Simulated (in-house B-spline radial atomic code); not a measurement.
Ag²⁺ is squeezed into an impenetrable sphere of radius R (the orbitals vanish at R). No spin polarisation. Caution: exact exchange at fractional occupations of open shells leaves self-interaction of up to several eV. Computed with an all-electron radial atomic-structure program (B-spline basis): non-relativistic B3LYP, spherical fractional occupations, point nucleus.

Energies in eV above the free ion in [Kr] 4d9:

```json
{"R (bohr)": "9.15", "highest level (eV)": "-30.8", "[Kr] 4d9": "0", "[Ar] 3d10 4s2 4p5 4d10": "51.52", "[Ar] 3d10 4s2 4p5 4d9 4f1": "83.34", "-dE/dV in [Kr] 4d9 (GPa)": "3.71e-06"}
{"R (bohr)": "6.69", "highest level (eV)": "-30.8", "[Kr] 4d9": "0.0009263", "[Ar] 3d10 4s2 4p5 4d10": "51.53", "[Ar] 3d10 4s2 4p5 4d9 4f1": "84.95", "-dE/dV in [Kr] 4d9 (GPa)": "0.00468"}
{"R (bohr)": "4.75", "highest level (eV)": "-30.6", "[Kr] 4d9": "0.1309", "[Ar] 3d10 4s2 4p5 4d10": "51.65", "[Ar] 3d10 4s2 4p5 4d9 4f1": "89.77", "-dE/dV in [Kr] 4d9 (GPa)": "1.24"}
{"R (bohr)": "4.59", "highest level (eV)": "-30.5", "[Kr] 4d9": "0.1945", "[Ar] 3d10 4s2 4p5 4d10": "51.71", "[Ar] 3d10 4s2 4p5 4d9 4f1": "90.52", "-dE/dV in [Kr] 4d9 (GPa)": "1.96"}
{"R (bohr)": "3.62", "highest level (eV)": "-29.3", "[Kr] 4d9": "2.073", "[Ar] 3d10 4s2 4p5 4d10": "53.58", "[Ar] 3d10 4s2 4p5 4d9 4f1": "98.3", "-dE/dV in [Kr] 4d9 (GPa)": "33"}
{"R (bohr)": "3.14", "highest level (eV)": "-27.1", "[Kr] 4d9": "6.683", "[Ar] 3d10 4s2 4p5 4d10": "58.29", "[Ar] 3d10 4s2 4p5 4d9 4f1": "107.4", "-dE/dV in [Kr] 4d9 (GPa)": "143"}
{"R (bohr)": "2.65", "highest level (eV)": "-21.7", "[Kr] 4d9": "22.95", "[Ar] 3d10 4s2 4p5 4d10": "75.16", "[Ar] 3d10 4s2 4p5 4d9 4f1": "130.2", "-dE/dV in [Kr] 4d9 (GPa)": "729"}
{"R (bohr)": "2.36", "highest level (eV)": "-15", "[Kr] 4d9": "49.61", "[Ar] 3d10 4s2 4p5 4d10": "102.8", "[Ar] 3d10 4s2 4p5 4d9 4f1": "162.4", "-dE/dV in [Kr] 4d9 (GPa)": "2110"}
{"R (bohr)": "1.66", "highest level (eV)": "38.6", "[Kr] 4d9": "396.8", "[Ar] 3d10 4s2 4p5 4d10": "458.4", "[Ar] 3d10 4s2 4p5 4d9 4f1": "531.7", "-dE/dV in [Kr] 4d9 (GPa)": "40400"}
{"R (bohr)": "1.5", "highest level (eV)": "71", "[Kr] 4d9": "674.3", "[Ar] 3d10 4s2 4p5 4d10": "740", "[Ar] 3d10 4s2 4p5 4d9 4f1": "815.5", "-dE/dV in [Kr] 4d9 (GPa)": "87000"}
```

Question: Does [Ar] 3d10 4s2 4p5 4d10 fall below [Kr] 4d9 under compression?

Answer: No, it stays above over the whole range.

Question: Does [Ar] 3d10 4s2 4p5 4d9 4f1 fall below [Kr] 4d9 under compression?

Answer: No, it stays above over the whole range.

The highest level is first positive in the row R = 1.66 bohr, pushed up by confinement above the zero of the free ion's potential. Each configuration is held fixed and needn't be the lowest in the sphere.
